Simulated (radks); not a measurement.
Values are calculated unless marked as measured or tabulated.
Valence configurations of neutral neodymium (all share [Xe]). Code: a radial shooting solver on a logarithmic mesh with Libxc functionals. Model: scalar-relativistic Kohn-Sham, BLYP, spin-unpolarised, spherical densities, finite nucleus; Fermi nuclear charge, rms radius 4.9123 fm. Energies are relative to 4f4 6s2; eigenvalues in eV.

[
 {"valence": "4f4 6s2", "E (eV)": "0.000", "e(4f)": "-1.527", "e(5d)": "-", "e(6p)": "-", "e(6s)": "-3.362"},
 {"valence": "4f4 5d0.5 6s1.5", "E (eV)": "0.836", "e(4f)": "-0.953", "e(5d)": "-1.424", "e(6p)": "-", "e(6s)": "-3.164"},
 {"valence": "4f4 5d2", "E (eV)": "3.647", "e(4f)": "-0.036", "e(5d)": "-0.929", "e(6p)": "-", "e(6s)": "-"},
 {"valence": "4f3 5d2 6s1", "E (eV)": "2.955", "e(4f)": "-5.167", "e(5d)": "-1.873", "e(6p)": "-", "e(6s)": "-3.259"},
 {"valence": "4f4 5d1 6s1", "E (eV)": "1.734", "e(4f)": "-0.519", "e(5d)": "-1.175", "e(6p)": "-", "e(6s)": "-3.020"},
 {"valence": "4f3.5 5d1.5 6s1", "E (eV)": "1.845", "e(4f)": "-2.624", "e(5d)": "-1.503", "e(6p)": "-", "e(6s)": "-3.145"},
 {"valence": "4f4 6s1 6p1", "E (eV)": "2.379", "e(4f)": "-2.724", "e(5d)": "-", "e(6p)": "-1.598", "e(6s)": "-4.075"},
 {"valence": "4f5 5d0.5 6s0.5", "E (eV)": "4.109", "e(4f)": "-0.142", "e(5d)": "-2.090", "e(6p)": "-", "e(6s)": "-3.981"},
 {"valence": "4f3 6s1 6p2", "E (eV)": "7.052", "e(4f)": "-10.908", "e(5d)": "-", "e(6p)": "-2.401", "e(6s)": "-5.562"},
 {"valence": "4f2 6s2 6p2", "E (eV)": "16.276", "e(4f)": "-19.715", "e(5d)": "-", "e(6p)": "-2.801", "e(6s)": "-6.482"}
]

NIST lists [Xe] 4f4 6s2 as the ground configuration; this level of theory agrees among the configurations tried. The energies are those of spherical spin-averaged densities, not of single terms.
